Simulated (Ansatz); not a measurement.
Species: sum formula AlHCl$_{2}$, charge 0, multiplicity 1. SMILES: [Cl][AlH][Cl]
Coordinates optimised at B3LYP-D3(BJ)/def2-TZVP (Ansatz, a program for electronic structure):
```xyz
4

Cl     1.7940    -0.3221     0.1268
Al     0.0004     0.6802    -0.2572
Cl    -1.7944    -0.3237     0.1174
H      0.0012     2.1366    -0.8077
```
Charge 0, spin multiplicity 1.

PBE beside other levels, property by property. Valence correlation only, unless marked. UHF or UKS for open shells. No spin-orbit coupling. No relativistic terms. Basis-set limits of correlation are two-point, X^-3; Hartree-Fock from the larger set (for Q and 5 zeta extrapolated as (X+1)exp(-9√X)). Atomisation energies are electronic, to ground-state atoms; the column to compare with has the core term from cc-pwCVTZ added, other frozen-core levels have none. Vertical energies are electronic, to the SCF solution reached for that spin. The coupled-cluster column (Ansatz) is a level with limits of its own: (a) CCSD(T)/CBS(aug-cc-pV(T+d)Z,aug-cc-pV(Q+d)Z); (b) CCSD(T)/CBS(cc-pV(Q+d)Z,cc-pV(5+d)Z).

```
property                           PBE/def2-TZVPD (Ansatz)  PBE0/def2-TZVPD (Ansatz)  B2PLYP-D3(BJ)/def2-TZVPD (Ansatz + dftd3)  CCSD(T)/aug-cc-pV(T+d)Z (Ansatz)  coupled cluster
---------------------------------  -----------------------  ------------------------  -----------------------------------------  --------------------------------  ---------------
atomisation energy (kcal/mol)                        275.0                     274.5                                      275.3                             272.8        282.5 (b)
vertical triplet-singlet gap (eV)                     5.51                      5.95                                       6.30                              6.46         6.52 (a)
```

As the rows show:
- atomisation energy: PBE lies 7.5 kcal/mol below coupled cluster.
- vertical triplet-singlet gap: PBE lies 1.01 eV below coupled cluster.
